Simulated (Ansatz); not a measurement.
`[SiH3]P` + `C[AsH]C` → `C[As](C)[SiH3]` + PH₃ at 700 K and 1 bar (cleavage of the Si–P bond).

Gas-phase electronic energies from Ansatz, PBE0-D4/def2-TZVP geometries. CCSD(T)/CBS is the MP2 limit (def2-TZVPP, def2-QZVPP) plus CCSD(T) − MP2 in def2-TZVPP, frozen cores. This one scheme is used for every species. For As outer-core shells are correlated without core-valence functions, which leaves a few kJ/mol of doubt a bond. Scalar relativity is left out up to krypton.

| species | CCSD(T)/CBS energy (Eh) | H − E (kJ/mol) | S (J/(mol·K)) |
| --- | --- | --- | --- |
| `[SiH3]P` | -633.00997 | 162.4 | 357.3 |
| `C[AsH]C` | -2315.32263 | 279.0 | 405.7 |
| `C[As](C)[SiH3]` | -2605.61324 | 350.9 | 506.0 |
| PH₃ | -342.72256 | 91.5 | 248.3 |

H − E and S are ideal-gas, rigid-rotor, harmonic terms from PBE0-D4/def2-TZVP. 1 Eh = 2625.50 kJ/mol, R = 8.31446 J/(mol·K).

**Question.** By hand: ΔE, ΔH, ΔS and ΔG.

**Answer.** ΔE = (-2605.61324) + (-342.72256) − (-633.00997) − (-2315.32263) = -0.00320 Eh = -8.4 kJ/mol. Δ(H − E) = 350.9 + 91.5 − 162.4 − 279.0 = 1.0, so ΔH = -7.4 kJ/mol. ΔS = 506.0 + 248.3 − 357.3 − 405.7 = -8.7 J/(mol·K). ΔG = -7.4 − 700 × (-8.7)/1000 = -1.3 kJ/mol.

**Question.** By hand: the equilibrium constant, and the temperature at which ΔG would vanish if ΔH and ΔS stayed fixed.

**Answer.** log₁₀ K = −ΔG/(RT ln 10) = 0.1. ΔG = 0 at ΔH/ΔS = 851 K, though so small a ΔH makes that figure unsure.

TΔS isn't small against ΔH here. The sign of ΔG lies within the doubt. A doubt of 5 kJ/mol in ΔE shifts log₁₀ K by 0.4 here. These are equilibria of isolated gas molecules and say nothing of rates. Largest T1 diagnostic: 0.013 (customary marks: 0.02 for closed shells, 0.045 for open ones).
